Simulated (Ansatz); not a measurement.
`[F][GeH2][NH][GeH3]` + H₂ → `[GeH3][NH][GeH3]` + H–F at 700 K and 1 bar (hydrogenolysis of a Ge–F bond).

Calculated with Ansatz (gas phase, PBE0-D4/def2-TZVP geometries, no zero-point term in ΔE). CBS: MP2 limit from def2 TZ/QZ plus the TZ coupled-cluster correction, frozen cores. This one scheme is used for every species. For Ge outer-core shells are correlated without core-valence functions, which leaves a few kJ/mol of doubt a bond. Scalar relativity is left out up to krypton. One conformer a species, not always the lowest.

```csv
species,CCSD(T)/CBS energy (Eh),H − E (kJ/mol),S (J/(mol·K))
`[F][GeH2][NH][GeH3]`,-4310.37685,232.5,490.2
H₂,-1.17544,46.8,155.3
`[GeH3][NH][GeH3]`,-4211.13400,239.6,466.3
H–F,-100.39570,45.2,198.5
```

H − E and S are ideal-gas, rigid-rotor, harmonic terms from PBE0-D4/def2-TZVP, for one conformer and one mirror image of each species. The MP2-based limit puts H₂ 0.8 mEh under its directly extrapolated value; such offsets cancel only in part. 1 Eh = 2625.50 kJ/mol, R = 8.31446 J/(mol·K).

Task: By hand: ΔE, ΔH, ΔS and ΔG.

Result: ΔE = (-4211.13400) + (-100.39570) − (-4310.37685) − (-1.17544) = 0.02259 Eh = 59.3 kJ/mol. Δ(H − E) = 239.6 + 45.2 − 232.5 − 46.8 = 5.5, so ΔH = 64.8 kJ/mol. ΔS = 466.3 + 198.5 − 490.2 − 155.3 = 19.3 J/(mol·K). ΔG = 64.8 − 700 × (19.3)/1000 = 51.3 kJ/mol.

Task: By hand: the equilibrium constant, and the temperature at which ΔG would vanish if ΔH and ΔS stayed fixed.

Result: log₁₀ K = −ΔG/(RT ln 10) = -3.8. ΔG = 0 at ΔH/ΔS = 3358 K, far beyond where these terms or the molecules hold.

ΔH outweighs TΔS. A doubt of 5 kJ/mol in ΔE shifts log₁₀ K by 0.4 here. Other conformers and mirror images would add mixing entropy, several J/(mol·K) or more a flexible species. Modes under 60 cm⁻¹, often nearly free rotors, make the harmonic entropy too high. These are equilibria of isolated gas molecules and say nothing of rates. Largest T1 diagnostic: 0.012 (customary marks: 0.02 for closed shells, 0.045 for open ones).
